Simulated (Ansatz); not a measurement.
`[F][Hf]([F])([Cl])[Cl]` + `C#CBN=C` → `C#[C][Hf]([F])([Cl])[Cl]` + `C=NBF`  (redistribution)

Isolated molecules relaxed with PBE0-D4/def2-TZVP in Ansatz; ΔE leaves out vibrations. CCSD(T)/CBS adds triple-zeta CCSD(T) − MP2 to the extrapolated MP2 energy (def2 sets, frozen cores). DFT in def2-TZVPP. Elements past krypton have def2 core potentials. For Hf outer-core shells are correlated without core-valence functions, which leaves a few kJ/mol of doubt a bond. One conformer a species, not always the lowest.

`[F][Hf]([F])([Cl])[Cl]`:

```xyz
5

F    -1.922   -0.257   -0.001
Hf   -0.062    0.055    0.030
F     0.243    1.740    0.820
Cl    0.980   -1.597    1.302
Cl    0.760    0.060   -2.151
```

`C#CBN=C`:

Cartesian coordinates in Å:
```
C -2.527 -0.317 0.737
C -1.322 -0.284 0.752
B 0.202 -0.258 0.822
N 0.940 0.113 -0.258
C 1.626 0.448 -1.232
H -3.592 -0.347 0.723
H 0.788 -0.560 1.821
H 1.914 1.491 -1.397
H 1.971 -0.286 -1.968
```

`C#[C][Hf]([F])([Cl])[Cl]`:

Cartesian coordinates in Å:
```
C 1.358 -1.665 -0.647
C 0.616 -0.776 -0.279
Hf -0.705 0.794 0.384
F -1.582 0.188 1.937
Cl -2.262 1.220 -1.295
Cl 0.564 2.684 0.870
H 2.011 -2.446 -0.970
```

`C=NBF`:

```xyz
7

C     1.026   -0.259    0.774
N     0.048   -0.017    0.054
B    -0.998    0.253   -0.788
F    -2.217    0.496   -0.293
H     1.676    0.539    1.151
H     1.285   -1.281    1.072
H    -0.821    0.269   -1.970
```

| level | ΔE (kJ/mol) | difference from CCSD(T)/CBS |
| --- | --- | --- |
| BLYP-D4 | 83.1 | 10.9 |
| r2SCAN-D4 | 81.9 | 9.7 |
| r2SCANh-D4 | 79.3 | 7.1 |
| CAM-B3LYP-D4 | 79.0 | 6.8 |
| ωB97X-V | 78.5 | 6.3 |
| r2SCAN | 82.1 | 9.9 |
| PBE0 | 79.6 | 7.4 |
| r2SCANh | 79.5 | 7.3 |
| LC-ωPBE | 87.0 | 14.8 |
| HF/def2-SVP | 58.8 | -13.4 |
| MP2/def2-SVP | 71.9 | -0.3 |
| CCSD(T)/def2-SVP | 70.8 | -1.4 |
| SCS-MP2/def2-TZVPP | 65.3 | -6.9 |
| HF/def2-QZVPP | 60.0 | -12.2 |
| SCS-MP2/def2-QZVPP | 69.3 | -2.9 |
| MP2/CBS(def2) | 72.9 | 0.7 |
| CCSD(T)/CBS | 72.2 | 0 |

Largest T1 diagnostic among the species: 0.016.

From PBE to PBE0 (25 % exact exchange), in def2-TZVPP and without D4, ΔE moves by −6.9 kJ/mol. In def2-TZVPP, CCSD(T) changes the Hartree–Fock value by +7.7 kJ/mol (the triples alone add +0.6 kJ/mol) and MP2 by +8.5 kJ/mol.
